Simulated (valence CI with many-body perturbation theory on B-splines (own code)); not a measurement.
**Fe VI in brief**

Method: valence CI with perturbative core correlation (CI+MBPT): three valence electrons over a frozen Dirac-Fock core [Ar], a basis of 7 s, 7 p, 8 d, 6 f, 4 g, 1 h functions for each j, with the one-electron correlation potential Σ1, the two-electron term Σ2, the three-electron term Σ3, Breit, model QED; selected CI, second order for the rest, scaled by the run's own slope (own B-spline code, finite nucleus).

Against 33 measured levels this calculation errs by 605 cm⁻¹ on average and by 1216 at most. Only levels of the ground parity were solved; by the run's estimate the other parity begins above the list, which can be wrong where configurations are misplaced.

Rates and lifetimes use the calculated energies. Strong lines usually hold to 10 to 20 %, long lifetimes can be off by a factor of two.

Question: What is the ground level?

Answer: 3d3 4F_3/2, composition 100 % 3d3 4F, g = 0.399.

Question: Name the longest-lived excited levels whose lifetime is computed, and their main decay.

Answer: 3d3 4F_5/2 at 507 cm⁻¹ lives 177 s, mostly by M1 to 3d3 4F_3/2; 3d3 4F_7/2 at 1179 cm⁻¹ lives 75.8 s, mostly by M1 to 3d3 4F_5/2; 3d3 4F_9/2 at 1987 cm⁻¹ lives 69.9 s, mostly by M1 to 3d3 4F_7/2.

Question: How well does LS coupling describe the low levels?

Answer: Among the lowest 20 levels the leading LS term, summed over configurations, holds 95 % on average. For single configurations the figures are 95 % in LS and 61 % in jj coupling. Terms mix most in the J = 3/2 level at 26834 cm⁻¹, where the leading one holds 58 %.

Question: What is the ionisation energy?

Answer: 98.723 eV; NIST lists 98.985 ± 0.015 eV (measured).

Question: How is the term 4F of the ground level split?

Answer: J = 3/2 at 0.0, J = 5/2 at 507, J = 7/2 at 1179, J = 9/2 at 1987 cm⁻¹.
